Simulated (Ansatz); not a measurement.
Consider the ligand exchange at the In–O bond: `C[N](C)[In]([OH])[O][SiH3]` + CH₃OH → `C[O][In]([O][SiH3])[N](C)C` + H₂O.

Calculated with Ansatz (gas phase, PBE0-D4/def2-TZVP geometries, no zero-point term in ΔE). CBS: MP2 limit from def2 TZ/QZ plus the TZ coupled-cluster correction, frozen cores. This one scheme is used for every species. Functionals use def2-TZVPP. B3LYP here is the variant with VWN-RPA as its local correlation; programs differ in this. def2 core potentials past Kr. For In outer-core shells are correlated without core-valence functions, which leaves a few kJ/mol of doubt a bond. One conformer a species, not always the lowest.

```json
{"level": "BHLYP-D4", "ΔE (kcal/mol)": "1.1"}
{"level": "CAM-B3LYP-D4", "ΔE (kcal/mol)": "1.5"}
{"level": "B3LYP", "ΔE (kcal/mol)": "2.4"}
{"level": "RPA@PBE/def2-TZVPP", "ΔE (kcal/mol)": "1.0"}
{"level": "CCSD/def2-SVP", "ΔE (kcal/mol)": "1.2"}
{"level": "SCS-MP2/def2-TZVPP", "ΔE (kcal/mol)": "1.3"}
{"level": "HF/CBS(def2)", "ΔE (kcal/mol)": "2.5"}
{"level": "CCSD/CBS(def2)", "ΔE (kcal/mol)": "0.9"}
```

Question: What does CCSD(T)/CBS give? (Estimate.)

Answer: Ansatz gave: +0.6 kcal/mol. The listed levels differ from it by 0.5, 0.9, 1.8, 0.4, 0.6, 0.7, 1.9, 0.3 kcal/mol.

Largest T1 diagnostic among the species: 0.015.

Leaving LDA and LC-ωPBE aside and taking each functional with its dispersion term where it has one, the values, not all of them listed here, spread over 1.1 kcal/mol, from BLYP-D4 to B2PLYP. In def2-TZVPP, CCSD(T) changes the Hartree–Fock value by −1.7 kcal/mol (the triples alone add −0.3 kcal/mol) and MP2 by −1.8 kcal/mol.
